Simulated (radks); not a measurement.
All-electron atom: Bi IV in [Hg]. All-electron calculation, scalar-relativistic Kohn-Sham, SCAN, spin-polarised, spherical densities, finite nucleus; meta-GGA in the generalised Kohn-Sham scheme; Fermi nuclear charge, rms radius 5.5211 fm. Program: a radial shooting solver on a logarithmic mesh with Libxc functionals.

Normalised radial functions P(r) = r R(r), r in bohr:

r,5p
0.001101,0.0036
0.001724,0.0076
0.002698,0.0156
0.004223,0.0319
0.006663,0.0642
0.01043,0.1214
0.01632,0.2092
0.02555,0.3040
0.03999,0.3111
0.06309,0.0711
0.09875,-0.3541
0.1546,-0.3593
0.2419,0.3961
0.3786,0.5393
0.5974,-0.6820
0.935,-1.1960
1.463,-0.5337
2.291,-0.0781
3.585,-0.0028
5.656,0.0000

5p: eigenvalue -126.17 eV, 3 radial nodes at r = 0.0683, 0.197, 0.476 bohr, <r> = 0.947 bohr, 90 % of the charge inside 1.36 bohr.

Empty levels of this run are not shown, since the potential may be unsettled where no density lies.
